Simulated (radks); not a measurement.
Co III, configuration [Ne] 3s1 3p6 3d7 4f1 (not the ground configuration).

Method: scalar-relativistic Kohn-Sham, exchange-only r2SCAN, spin-unpolarised, spherical densities, finite nucleus; meta-GGA in the generalised Kohn-Sham scheme; Fermi nuclear charge, rms radius 3.7875 fm; computed with a radial shooting solver on a logarithmic mesh with Libxc functionals.

Energy parts (eV):
| part | energy |
|---|---|
| total | -37729.846 |
| kinetic | 38245.574 |
| electron-nucleus | -89637.787 |
| Hartree | 15213.561 |
| exchange | -1551.195 |

Orbitals (lengths in bohr, moments of r in powers of bohr; r(max) is where P^2 peaks):
| orbital | occ. | eigenvalue (eV) | r(max) | <1/r> | <r> |
|---|---|---|---|---|---|
| 1s | 2 | -7658.568 | 0.03678 | 27.03 | 0.05619 |
| 2s | 2 | -945.0676 | 0.2128 | 5.835 | 0.2548 |
| 2p | 6 | -812.9718 | 0.1720 | 5.710 | 0.2247 |
| 3s | 1 | -139.9783 | 0.6664 | 1.845 | 0.7667 |
| 3p | 6 | -101.2721 | 0.6758 | 1.707 | 0.8032 |
| 3d | 7 | -40.0716 | 0.6564 | 1.392 | 0.9321 |
| 4f | 1 | -5.3453 | 5.407 | 0.1855 | 6.161 |

The highest occupied level is 4f at -5.345 eV. The electron density at the nucleus is 1.725e+04 e/bohr^3 (large components only). Summed over all electrons, <r^2> = 56.08 bohr^2, which gives a Langevin (diamagnetic) susceptibility term of -44.4 x 10^-6 cm^3/mol. The density falls to 0.001 e/bohr^3 at r = 3.02 bohr.

Run on one thread of a shared host, so times are rough (Arm Neoverse N1): 0.2 s of CPU time, 0.2 s wall, 33 iterations on 2198 mesh points.
